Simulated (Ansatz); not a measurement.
# Energy profile

The step: GeH₃Cl ([Cl][GeH3]) + CH₄ → CH₆Ge ([CH3][GeH3]) + HCl; bonds formed: Ge1–C7, Cl2–H6; bonds broken: Ge1–Cl2, H6–C7 (atoms numbered as in the saddle structure below).

| atom | x (Å) | y (Å) | z (Å) |
| --- | --- | --- | --- |
| Ge1 | -0.7481 | 0.1700 | -0.8563 |
| Cl2 | 1.8975 | 0.4307 | -1.4269 |
| H3 | -0.6150 | -0.9564 | -1.8697 |
| H4 | -2.0276 | -0.0925 | -0.0120 |
| H5 | -0.7368 | 1.6398 | -1.2474 |
| H6 | 0.9276 | 0.0366 | 0.0294 |
| C7 | 0.3187 | -0.2436 | 1.0790 |
| H8 | -0.1338 | -1.2257 | 1.1980 |
| H9 | -0.2189 | 0.5328 | 1.6193 |
| H10 | 1.3365 | -0.2917 | 1.4866 |

Electronic energies by CCSD(T) at an estimated basis limit (MP2 extrapolated from triple and quadruple zeta, plus CCSD(T) − MP2 in triple zeta), on PBE0-D4/def2-TZVP structures; CH7ClGe, singlet; no counterpoise correction. Program: Ansatz 0.2.0. Basis: def2-TZVPP and def2-QZVPP. Cores are frozen in the correlated methods. Filled d shells of the heavier atoms are correlated. The def2 sets are not built for correlating such inner shells, so the correlated values are less sure here. Extrapolation: Hartree–Fock as exp(−7.88 √X), correlation as X^−2.97.

(1) Give the profile in kcal/mol, counted from the separated reactants. (Judge from chemistry; the value comes from the calculation.)

The T1 diagnostic stays at or below 0.011. The start structure is not quite a true minimum (one mode of 27i cm⁻¹).

## Answers

(1) Computed:
```csv
point,kcal/mol
"separated: GeH3Cl (linked as [Cl][GeH3]; Ge1, Cl2, H3, H4, H5; singlet) + CH4 (H6, C7, H8, H9, H10; singlet)",0.00
start structure,-1.00
saddle,62.61
end structure,18.82
"separated: CH6Ge (linked as [CH3][GeH3]; Ge1, H3, H4, H5, C7, H8, H9, H10; singlet) + HCl (Cl2, H6; singlet)",20.56
```

For scale, one of the runs: CCSD(T)/def2-TZVPP, 219 basis functions, launched by `ansatz run in.yaml --threads 4 --pin off --events-out ev --progress --plain --max-ram 9574MiB`. The run took 88 s on 4 CPU threads of an Arm Neoverse V2 (shared host), with 3.2 GiB of host memory at its peak.
